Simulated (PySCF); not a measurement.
Gas-phase reaction: 2 SnCl4 + SnH2 ⇌ 3 SnCl2 + 2 HCl

Method: PySCF energies plus ideal-gas RRHO corrections (1 bar). † marks an energy on the PBE0/def2-TZVP geometry and frequencies. CCSD(T) freezes the core. All species are closed-shell singlets. Sn: scalar-relativistic def2 core potential, no spin-orbit coupling. SnH2: computed as isolated molecules; such fragments, hydroxides, amides, oligomers or adducts are transient or little studied in the gas. CCSD(T) isn't extrapolated to the basis-set limit; its ΔH°(298 K) is -24.4 kJ in def2-SVP and -50.6 kJ in def2-TZVPP. The harmonic model lacks anharmonicity and excited electronic states, which grow with temperature; levels with a mode under 35 cm⁻¹ are left out. Soft modes under 120 cm⁻¹ make the harmonic entropy rough for SnCl4, SnCl2.

```
level                ΔE electronic, kJ  ΔH°(298 K), kJ  ΔS°(298 K), J/K  ΔG°(1200 K), kJ
-------------------  -----------------  --------------  ---------------  ---------------
BLYP/def2-TZVP†                   -186            -183              326             -558
CCSD(T)/def2-TZVPP†                -53             -51              326             -426
PBE/def2-TZVP†                    -122            -120              326             -495
PBE0/def2-QZVP†                    -86             -83              326             -459
PBE0/def2-SVP†                     -79             -76              326             -451
ωB97M-V/def2-TZVP†                 -54             -51              326             -427
ωB97X-V/def2-TZVP†                 -35             -33              326             -408
```
ΔH° is lowest at BLYP/def2-TZVP† and highest at ωB97X-V/def2-TZVP†. No reference value is set beside these.
